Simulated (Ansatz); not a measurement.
Ideal-gas functions of `F[C](F)(F)[GeH3]` at 400 K and 1 bar, from an Ansatz frequency run at PBE0-D4/def2-TZVP.

Molar mass 144.64 g/mol, point group C3v (symmetry number 3), electronic degeneracy 1, moments of inertia 95.008, 265.306, 265.309 u Å². Harmonic wavenumbers (cm⁻¹, unscaled): 96, 206, 206, 307, 494, 494, 584, 584, 739, 805, 872, 872, 1143, 1143, 1200, 2186, 2200, 2200.

Use S(trans) = R[1.5 ln M + 2.5 ln T − 1.1517]; rotational temperatures θ = 24.2544 K / I; S(rot) = R[ln(√π/σ · √(T³/θAθBθC)) + 1.5]; for each mode x = 1.438777 ν̃/T, S = R[x/(eˣ − 1) − ln(1 − e⁻ˣ)] and H = RT x/(eˣ − 1); 1 cm⁻¹ = 0.0119627 kJ/mol; R = 8.31446 J/(mol·K).

Task: By hand: the entropy, in J/(mol·K).

Result: Translation 177.0. Rotation: θ = 0.2553, 0.0914, 0.0914 K, giving 108.4. Vibration, mode by mode: 17.20, 10.99, 10.99, 7.90, 4.55, 4.55, 3.52, 3.52, 2.27, 1.88, 1.55, 1.55, 0.71, 0.71, 0.60, 0.03, 0.03, 0.03, in all 72.6. Electronic 0.0. Sum 358.0 J/(mol·K).

Task: By hand: H − E and G − E in kJ/mol, counted from the electronic energy.

Result: Zero-point energy ½ × 16331 × 0.0119627 = 97.7; thermal vibration 16.3; translation, rotation and pV give 4 RT = 13.3. H − E = 127.3 kJ/mol, and G − E = 127.3 − 400 × 358.0/1000 = -15.9 kJ/mol.

Vibration gives 20 % of the entropy, 17.2 J/(mol·K) of it from the mode under 150 cm⁻¹: soft modes count most, and the harmonic formula is weakest for them.
